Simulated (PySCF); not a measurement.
## Correlation energy of O²⁺ (oxygen, charge +2)

[He] 2s2 2p2, high-spin 3P determinant. All numbers are calculated (PySCF 2.14, the spin-free X2C one-electron Hamiltonian (Gaussian nucleus), in aug-cc-pVDZ-DK). Frozen: 1s2; 4 electrons correlated.

MP2 pair energies summed by pair of shells (mhartree):

```tsv
pair	energy	share (%)
2s-2p	-32.69	58.0
2s-2s	-18.88	33.5
2p-2p	-4.75	8.4
```

Total MP2 correlation energy: -56.32 mhartree.

Same-spin part -7.94 and opposite-spin part -48.38 mhartree; SCS-MP2 scales them by 1/3 and 6/5 to -60.70 mhartree.

| level | correlation energy (mhartree) |
| --- | --- |
| CCSD | -78.97 |
| (T) | -0.66 |
| CCSD(T) | -79.63 |

Diagnostics: T1 = 0.0047, D1 = 0.0094, largest double amplitude 0.124.

Cost of the coupled-cluster step: 0.24 s of wall time on 1 thread of Neoverse-N1 (shared host), for 4 correlated electrons.
